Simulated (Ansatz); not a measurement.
Ansatz (a program for electronic structure) input (RI-MP2/aug-cc-pVQZ):
A basis named .json is the Basis Set Exchange file of that set.

Ansatz 0.2 input:
```yaml
crystal:
  periodic: [false, false, false]
  atoms:
    - {symbol: Ga, position_ang: [0.69600210, 0.33511420, 0.24098457]}
    - {symbol: Br, position_ang: [-0.59278037, 1.38253484, -1.41382864]}
    - {symbol: Br, position_ang: [-0.02367863, -1.67935028, 1.20038516]}
basis:
  gaussian:
    orbitals: aug-cc-pVQZ
    fitting: {mean_field: def2-universal-jkfit, correlation: aug-cc-pVQZ-RIFIT.json}
total_charge: -1
magnetization: {spin_polarized: false}
correlation: {method: mp2, electrons: outside_noble_gas}
```

Output:

```
Functional definition: HF
integrals: 0.50 GiB planned
798 factors; integrals over basis functions are off by at most 3.4e-1 eV
mean field: 1.52 GiB planned
mean field evaluation 1: about -192340.1434 eV, gradient 1.0e1 eV
mean field evaluation 2: about -192340.4267 eV, gradient 5.3e0 eV
mean field evaluation 4: about -192340.5115 eV, gradient 6.4e-1 eV
mean field evaluation 8: about -192340.5155 eV, gradient 1.6e-6 eV
mean field -192340.51549677 eV, -7068.3835714222 hartree, gradient 1.6e-6 eV, S^2 0.000000; 0 other end points of the search recorded, 0 dependent functions left out; unrestricted orbitals would lower it
42 core orbitals not correlated
786 factors; their error is unknown
reference -192340.51549677 eV, -7068.3835714222 hartree; 9, 9 occupied and 228, 228 virtual orbitals, 786 factors
second order -12.00573920 eV of doubles, -0.00000000 eV of singles
Total energy: -192352.52123597 eV, -7068.8247742001 hartree
```

This state (charge -1, singlet) is run at the relaxed geometry of the species with charge 0 and multiplicity 2.
